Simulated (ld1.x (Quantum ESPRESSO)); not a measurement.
**A failed generation for In (Z = 49)**

Input:

```
&input
   title='In', zed=49., rel=2, dft='PBE', iswitch=3,
   config='[Kr] 4d10 5s2 5p1', rel_dist='average',
   nld=3, rlderiv=3.20, eminld=-3.0, emaxld=5.0, deld=0.02
 /
 &inputp
   pseudotype=2, tm=.false., rho0=0.005, lloc=1,
   nlcc=.true., new_core_ps=.true.,
   file_pseudopw='In.UPF', file_wfcaegen='ae.wfc', file_wfcncgen='nc.wfc', file_beta='beta', file_chi='chi'
 /
2
5S  1  0   2.00   0.00  1.50  1.50  0.0
5P  2  1   1.00   0.00  2.95  2.95  0.0
 &test
   configts(1)='5s2 5p1'
 /
```

```bash
ld1.x < In.in > In.out
```

End of the output:

```

     Fully relativistic calculation: |psi|^2

     Wfc 5S LC norm =  0.99994211 SC norm =  0.00005638 missing  0.00000152
     Message from routine compute phi:
     negative determinant

      ld=   1.376876 f2ae -1.531480 faenor  0.086622
           0        1242        1241   100.30140490406397

 %%%%%%%%%%%%%%%%%%%%%%%%%%%%%%%%%%%%%%%%%%%%%%%%%%%%%%%%%%%%%%%%%%%%%%%%%%%%%%
     Error in routine compute_chi (1):
     n is too large
 %%%%%%%%%%%%%%%%%%%%%%%%%%%%%%%%%%%%%%%%%%%%%%%%%%%%%%%%%%%%%%%%%%%%%%%%%%%%%%

     stopping ...
```

Task: Why did it fail, and what change makes it run?

Result: The run stopped because the Bessel-function wave could not be built (negative determinant in compute_phi), and the routine for χ then failed on it. A run that differs only in the following succeeds: wave 5s (bound): rc 1.50 bohr becomes 5s (bound): rc 2.35 bohr. Other answers can fit too; this one was computed.
